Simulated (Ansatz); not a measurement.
The cluster Ag₃Ge₂⁻. Charge -1, multiplicity 1. Geometry r2SCAN-D4/def2-SVPD, basis def2-TZVPD, Ansatz.

```xyz
5

Ag   -0.102    1.058    0.217
Ag    2.228    0.657    1.567
Ag   -2.370    0.794   -1.267
Ge   -0.900   -1.224   -0.888
Ge    1.144   -1.285    0.371
```

| run | HOMO (eV) | LUMO (eV) |
| --- | --- | --- |
| A | -0.51 | 0.65 |
| B | -0.31 | 0.68 |
| C | -0.51 | 0.47 |
| D | -0.40 | 0.58 |
| E | -0.97 | 1.16 |

In the def2 sets Ag takes a core potential; there is no spin–orbit coupling. No other spin state of charge -1 was run. Another isomer (singlet) lies 0.14 eV lower at PBE0-D4/def2-TZVPD; other spin states weren't run for this one.

Question: The runs used B97M-V, PBE, PBE0, r2SCAN, revPBE. Estimate which is which.

Answer: A r2SCAN (0 % exact exchange); B revPBE (0 % exact exchange); C B97M-V (0 % exact exchange); D PBE (0 % exact exchange); E PBE0 (25 % exact exchange). Exact exchange lowers occupied and raises empty levels; among semilocal functionals meta-GGAs tend to open the gap a little, and such runs are hard to tell apart. The gap grows from 0.98 eV (PBE) to 2.13 eV (PBE0). The restricted singlet is unstable towards broken spin symmetry in Hartree–Fock (as tested in another run); at r2SCAN-D4/def2-TZVPD, revPBE-D4/def2-TZVPD, B97M-V/def2-TZVPD, PBE0-D4/def2-TZVPD this wasn't settled.
